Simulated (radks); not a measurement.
The numbers below are computed, except where a source is named.
Species: the dysprosium ion Dy2+. Configuration: [Xe] 4f10.

Level of theory: scalar-relativistic Kohn-Sham, PBE, spin-polarised, spherical densities, finite nucleus; open shells are filled with parallel spins first (spin-orbit coupling, left out, can overturn this in heavy ions); Fermi nuclear charge, rms radius 5.2218 fm (a radial shooting solver on a logarithmic mesh with Libxc functionals).

Energy parts (eV):
| part | energy |
|---|---|
| total | -330771.43 |
| kinetic | 356791.18 |
| electron-nucleus | -808534.64 |
| Hartree | 128123.68 |
| exchange-correlation | -7151.65 |

Orbitals (lengths in bohr, moments of r in powers of bohr; <r^-3> diverges for s and p1/2; r(max) is where P^2 peaks):
1s up: occ. 1; eigenvalue (eV) -53664.44; r(max) 0.01338; <r^4> 9.916e-07; <1/r> 74.55
1s down: occ. 1; eigenvalue (eV) -53664.44; r(max) 0.01338; <r^4> 9.916e-07; <1/r> 74.55
2s up: occ. 1; eigenvalue (eV) -8948.127; r(max) 0.07604; <r^4> 0.0001559; <1/r> 17.33
2s down: occ. 1; eigenvalue (eV) -8948.094; r(max) 0.07604; <r^4> 0.0001559; <1/r> 17.33
2p up: occ. 3; eigenvalue (eV) -7941.929; r(max) 0.06168; <r^-3> 12810; <r^4> 0.0001175; <1/r> 16.09
2p down: occ. 3; eigenvalue (eV) -7941.905; r(max) 0.06168; <r^-3> 12810; <r^4> 0.0001174; <1/r> 16.09
3s up: occ. 1; eigenvalue (eV) -2003.041; r(max) 0.2155; <r^4> 0.005962; <1/r> 6.374
3s down: occ. 1; eigenvalue (eV) -2001.487; r(max) 0.2154; <r^4> 0.005950; <1/r> 6.378
3p up: occ. 3; eigenvalue (eV) -1694.056; r(max) 0.2117; <r^-3> 2723; <r^4> 0.006273; <1/r> 5.975
3p down: occ. 3; eigenvalue (eV) -1692.507; r(max) 0.2116; <r^-3> 2726; <r^4> 0.006257; <1/r> 5.978
3d up: occ. 5; eigenvalue (eV) -1296.379; r(max) 0.1730; <r^-3> 364.5; <r^4> 0.004964; <1/r> 5.667
3d down: occ. 5; eigenvalue (eV) -1295.196; r(max) 0.1729; <r^-3> 365.0; <r^4> 0.004946; <1/r> 5.670
4s up: occ. 1; eigenvalue (eV) -408.6474; r(max) 0.4941; <r^4> 0.1463; <1/r> 2.688
4s down: occ. 1; eigenvalue (eV) -405.1941; r(max) 0.4940; <r^4> 0.1464; <1/r> 2.687
4p up: occ. 3; eigenvalue (eV) -306.9242; r(max) 0.5161; <r^-3> 610.1; <r^4> 0.1929; <1/r> 2.465
4p down: occ. 3; eigenvalue (eV) -303.5079; r(max) 0.5160; <r^-3> 609.4; <r^4> 0.1933; <1/r> 2.464
4d up: occ. 5; eigenvalue (eV) -168.3488; r(max) 0.5347; <r^-3> 68.35; <r^4> 0.3045; <1/r> 2.173
4d down: occ. 5; eigenvalue (eV) -164.9754; r(max) 0.5346; <r^-3> 68.18; <r^4> 0.3069; <1/r> 2.171
4f up: occ. 7; eigenvalue (eV) -18.3106; r(max) 0.5386; <r^-3> 9.127; <r^4> 2.999; <1/r> 1.571
4f down: occ. 3; eigenvalue (eV) -15.3806; r(max) 0.5405; <r^-3> 8.796; <r^4> 4.182; <1/r> 1.536
5s up: occ. 1; eigenvalue (eV) -63.7753; r(max) 1.156; <r^4> 5.310; <1/r> 1.023
5s down: occ. 1; eigenvalue (eV) -62.0469; r(max) 1.163; <r^4> 5.534; <1/r> 1.011
5p up: occ. 3; eigenvalue (eV) -39.9403; r(max) 1.318; <r^-3> 78.43; <r^4> 10.94; <1/r> 0.8541
5p down: occ. 3; eigenvalue (eV) -38.6920; r(max) 1.331; <r^-3> 75.20; <r^4> 11.58; <1/r> 0.8410

The highest occupied level is 4f down at -15.381 eV. Spin moment in Bohr magnetons: 4. For comparison, the ionisation energy in NIST's Atomic Spectra Database is 22.89 eV (semi-empirical). In exact Kohn-Sham theory the highest level is minus the ionisation energy, but local and semilocal functionals leave it too shallow, through self-interaction and a potential that decays too fast; potentials with the right tail come closer. The spin density at the nucleus is 1.00 e/bohr^3 (1s 0.01, 2s -0.66, 3s -10.73, 4s 2.09, 5s 10.30).
